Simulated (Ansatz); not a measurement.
Steps of a relaxation of CH$_{4}$B$_{2}$O (`BB1CO1`) with RKS PBE-D4/def2-SVP.

```sh
$ ansatz run in.yaml --threads 2 --pin off --events-out ev --progress --plain --max-ram 4352MiB
```

```yaml
crystal:
  periodic: [false, false, false]
  atoms:
    - {symbol: B, position_ang: [-0.913000, 1.256500, -0.337300]}
    - {symbol: B, position_ang: [-0.242900, -0.190400, -0.308100]}
    - {symbol: C, position_ang: [0.762100, -1.075200, 0.453500]}
    - {symbol: O, position_ang: [0.725400, -1.232600, -0.888900]}
    - {symbol: H, position_ang: [-1.259200, 1.775800, -1.402600]}
    - {symbol: H, position_ang: [-1.169700, 1.900300, 0.655300]}
    - {symbol: H, position_ang: [0.394300, -1.919100, 1.049900]}
    - {symbol: H, position_ang: [1.795100, -0.572400, 0.722300]}
basis:
  gaussian: {orbitals: def2-SVP}
hamiltonian: {xc: pbe, dispersion: d4}
relax: {f_tol: 0.03, max_steps: 200}
```

Positions (Å) and forces (eV/Å) along the path, 13 of 13 steps:

```xyz
8
step=1 energy=-4489.3468 eV
B    -0.913    1.256   -0.337   -2.000    2.160   -1.387
B    -0.243   -0.190   -0.308    4.540   -4.505   -0.323
C     0.762   -1.075    0.454    1.798    1.764    3.607
O     0.725   -1.233   -0.889   -3.544    2.008   -3.475
H    -1.259    1.776   -1.403    0.260    0.079    0.295
H    -1.170    1.900    0.655    0.123   -0.067    0.197
H     0.394   -1.919    1.050    0.361   -0.441    0.494
H     1.795   -0.572    0.722   -1.538   -0.997    0.592
8
step=2 energy=-4490.3137 eV
B    -1.051    1.267   -0.383    0.340    0.891   -0.554
B    -0.180   -0.168   -0.212    1.951   -2.584   -1.228
C     0.826   -1.109    0.475    0.607    0.730    1.772
O     0.592   -1.186   -0.935   -2.036    2.079   -0.081
H    -1.221    1.855   -1.460   -0.098   -0.402    0.339
H    -1.221    1.951    0.610   -0.372   -0.160    0.052
H     0.520   -1.995    1.068    0.093   -0.030   -0.069
H     1.826   -0.673    0.782   -0.485   -0.523   -0.230
8
step=3 energy=-4490.6534 eV
B    -0.979    1.326   -0.416   -0.339    0.127    0.548
B    -0.096   -0.139   -0.170   -0.878    1.904    0.747
C     0.860   -1.106    0.526    0.247   -0.125    0.957
O     0.437   -1.071   -0.910    0.927   -1.574   -1.244
H    -1.217    1.839   -1.509    0.206   -0.187    0.242
H    -1.386    1.934    0.592    0.096   -0.228   -0.523
H     0.563   -2.024    1.079   -0.152    0.174   -0.273
H     1.910   -0.816    0.752   -0.106   -0.091   -0.454
8
step=4 energy=-4490.8220 eV
B    -0.986    1.330   -0.397    0.013   -0.031    0.293
B    -0.048   -0.085   -0.170   -0.439    0.763   -0.057
C     0.881   -1.070    0.544    0.331   -0.236   -0.013
O     0.364   -1.138   -0.883    0.162   -0.402   -0.002
H    -1.073    1.896   -1.481    0.106   -0.035    0.203
H    -1.556    1.833    0.572   -0.023   -0.141   -0.344
H     0.538   -1.930    1.148   -0.094    0.105    0.048
H     1.972   -0.893    0.611   -0.056   -0.023   -0.128
8
step=5 energy=-4490.9246 eV
B    -0.984    1.324   -0.394    0.178   -0.171    0.229
B    -0.057   -0.084   -0.183   -0.419    0.607   -0.166
C     0.899   -1.047    0.536    0.244   -0.287   -0.357
O     0.272   -1.207   -0.844    0.125   -0.199    0.345
H    -0.909    1.990   -1.416    0.044    0.020    0.185
H    -1.691    1.723    0.526   -0.056   -0.082   -0.283
H     0.566   -1.842    1.227   -0.056    0.107    0.084
H     1.996   -0.915    0.492   -0.060    0.004   -0.036
8
step=6 energy=-4491.0118 eV
B    -0.951    1.331   -0.372   -0.020   -0.453   -0.062
B    -0.067   -0.082   -0.195   -0.055   -0.149   -0.295
C     0.924   -1.035    0.506   -1.080   -0.596   -0.014
O     0.187   -1.281   -0.799    0.088    0.511    0.741
H    -0.774    2.076   -1.314    0.133    0.185    0.089
H    -1.819    1.610    0.431   -0.060    0.044   -0.020
H     0.600   -1.748    1.309    0.170    0.413   -0.313
H     1.992   -0.929    0.379    0.823    0.045   -0.125
8
step=7 energy=-4491.0956 eV
B    -0.957    1.308   -0.374   -0.033   -0.088   -0.013
B    -0.097   -0.092   -0.190   -0.035   -0.163   -0.205
C     0.932   -1.025    0.489   -0.513   -0.335   -0.169
O     0.104   -1.320   -0.738    0.204    0.254    0.549
H    -0.628    2.143   -1.197    0.028    0.083    0.085
H    -1.925    1.541    0.327   -0.017    0.040   -0.040
H     0.659   -1.667    1.355    0.078    0.188   -0.165
H     2.004   -0.945    0.272    0.288    0.020   -0.042
8
step=8 energy=-4491.1242 eV
B    -0.961    1.301   -0.372   -0.010   -0.117   -0.094
B    -0.137   -0.122   -0.202    0.010    0.128    0.056
C     0.939   -1.023    0.465   -0.062   -0.048   -0.048
O     0.045   -1.380   -0.663    0.074   -0.066    0.004
H    -0.509    2.208   -1.050   -0.002   -0.003    0.044
H    -2.018    1.503    0.197    0.043    0.032    0.054
H     0.728   -1.591    1.393    0.018    0.068   -0.058
H     2.006   -0.954    0.177   -0.069    0.006    0.041
8
step=9 energy=-4491.1282 eV
B    -0.961    1.290   -0.381    0.002    0.023    0.016
B    -0.127   -0.119   -0.217   -0.056    0.010   -0.074
C     0.930   -1.024    0.463    0.040   -0.022    0.027
O     0.071   -1.375   -0.686   -0.008   -0.033    0.007
H    -0.538    2.194   -1.079    0.001    0.015    0.007
H    -1.978    1.507    0.252    0.000    0.002   -0.002
H     0.693   -1.585    1.385    0.019    0.000   -0.001
H     2.003   -0.946    0.208    0.001    0.004    0.021
8
step=10 energy=-4491.1294 eV
B    -0.961    1.290   -0.384    0.002    0.002    0.003
B    -0.135   -0.126   -0.230   -0.010   -0.011   -0.011
C     0.929   -1.022    0.461    0.005    0.021    0.015
O     0.069   -1.388   -0.682   -0.015   -0.019   -0.031
H    -0.531    2.202   -1.065    0.005    0.001    0.005
H    -1.978    1.505    0.249    0.006   -0.003    0.005
H     0.698   -1.576    1.388   -0.002    0.003    0.015
H     2.001   -0.941    0.206    0.009    0.005    0.000
8
step=11 energy=-4491.1299 eV
B    -0.960    1.286   -0.387    0.014    0.009    0.012
B    -0.143   -0.135   -0.244    0.014   -0.036   -0.006
C     0.926   -1.019    0.458   -0.013    0.036    0.005
O     0.068   -1.400   -0.683    0.001    0.009    0.001
H    -0.520    2.207   -1.052   -0.006   -0.012    0.000
H    -1.973    1.499    0.253    0.000    0.000   -0.001
H     0.697   -1.562    1.393   -0.010   -0.005   -0.003
H     1.998   -0.933    0.205   -0.001   -0.001   -0.008
8
step=12 energy=-4491.1297 eV rejected
B    -0.958    1.282   -0.386   -0.009    0.009   -0.005
B    -0.147   -0.142   -0.253   -0.052    0.085   -0.011
C     0.922   -1.011    0.459    0.057   -0.091    0.015
O     0.072   -1.405   -0.687    0.008   -0.025   -0.005
H    -0.519    2.203   -1.051    0.004   -0.005   -0.001
H    -1.966    1.501    0.262    0.002   -0.006    0.002
H     0.693   -1.558    1.391   -0.015    0.012    0.011
H     1.995   -0.926    0.209    0.004    0.021   -0.005
8
step=13 energy=-4491.1301 eV
B    -0.959    1.285   -0.386    0.005    0.001    0.004
B    -0.144   -0.137   -0.248    0.003   -0.012   -0.003
C     0.924   -1.017    0.458    0.002    0.010    0.005
O     0.071   -1.402   -0.685    0.000    0.004    0.001
H    -0.521    2.204   -1.053   -0.001   -0.003   -0.001
H    -1.970    1.500    0.258    0.000    0.000    0.000
H     0.694   -1.561    1.392   -0.006    0.000   -0.003
H     1.997   -0.929    0.207   -0.002    0.001   -0.004
```

Hardware: 2 threads of an Arm Neoverse V1 on a shared host. Wall time 14 s, peak host memory 0.13 GiB.
